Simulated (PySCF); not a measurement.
The vertical singlet excitations below were computed for one of the candidates. Theory: TDDFT CAM-B3LYP/def2-SVPD, vertical, gas phase, core orbitals frozen in the response (PySCF). Geometries: PBE0-D3(BJ)/def2-SVP, one conformer each.

```
state  E (eV)  λ (nm)       f
   S1    8.90   139.3  0.0018
   S2    9.02   137.5  0.0075
   S3    9.19   134.9  0.0071
   S4    9.31   133.1   0.018
   S5    9.56   129.7   0.023
   S6    9.60   129.1   0.030
   S7    9.69   127.9  0.0079
   S8    9.73   127.5   0.068
   S9    9.74   127.3   0.091
  S10    9.85   125.9   0.026
```

Triplets computed (Tamm–Dancoff): 8.69, 8.75, 8.90, 9.06 eV.

Question: Which candidate is it?
A. `C[Si@@H]1C[C@@H]1C(F)(F)F`
B. `FC(F)[C@@H]1C[C@@H](F)[SiH2]1`
C. `CCC1=CC=C(F)C=C1`
D. `FC(C[C@H](C)CC)F`

Answer: D. Its S1, at 8.90 eV, is the highest among the candidates; the nearest of the others has S1 at 6.87 eV. S1 is HOMO→LUMO (88%). Löwdin shares by element: HOMO carbon 52% or more (atoms not listed hold the other 48%); LUMO carbon 34% or more, hydrogen 7% or more (atoms not listed hold the other 60%). At the same level the other candidates give, for their lowest levels:
- `FC(F)[C@@H]1C[C@@H](F)[SiH2]1`: 6.86 eV (f 0.026); 7.55 eV (f 0.044); 7.84 eV (f 0.048); 7.91 eV (f 0.015); 8.25 eV (f 0.005); T1 6.30 eV; HOMO -9.54, LUMO 0.62 eV
- `CCc1ccc(F)cc1`: 5.29 eV (f 0.018); 6.07 eV (f 0.029); 6.89 eV (f 0.256); 7.03 eV (f 0.492); 7.06 eV (f 0.440); T1 4.04 eV; HOMO -8.15, LUMO 0.54 eV
- `C[Si@@H]1C[C@@H]1C(F)(F)F`: 6.87 eV (f 0.050); 7.06 eV (f 0.157); 7.17 eV (f 0.011); 7.58 eV (f 0.012); 7.90 eV (f 0.017); T1 5.69 eV; HOMO -8.73, LUMO 1.06 eV

The values belong to the conformer `[CH3:1][CH2:2][C@@H:3]([CH3:4])[CH2:5][CH:6]([F:7])[F:8]`: C1–C2–C3–C4 63°, C2–C3–C5–C6 172°, C3–C5–C6–F7 -57°.
